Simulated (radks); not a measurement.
Removal energies from the ytterbium ion Yb3+, [Xe] 4f13, by Delta-SCF beside the eigenvalue of the level emptied. Calculated with a radial shooting solver on a logarithmic mesh with Libxc functionals: scalar-relativistic Kohn-Sham, r2SCAN, spin-polarised, spherical densities, finite nucleus; meta-GGA in the generalised Kohn-Sham scheme; Fermi nuclear charge, rms radius of each element as measured or else 0.836 A^(1/3) + 0.57 fm. Open shells are filled with parallel spins first.

4f: final configuration [Xe] 4f12; Delta-SCF (eV) 45.479; -eigenvalue (eV) 35.325
5p: final configuration [Kr] 4d10 4f13 5s2 5p5; Delta-SCF (eV) 64.876; -eigenvalue (eV) 57.875
5s: final configuration [Kr] 4d10 4f13 5s1 5p6; Delta-SCF (eV) 94.690; -eigenvalue (eV) 87.058
4d: final configuration [Kr] 4d9 4f13 5s2 5p6; Delta-SCF (eV) 225.39; -eigenvalue (eV) 214.40
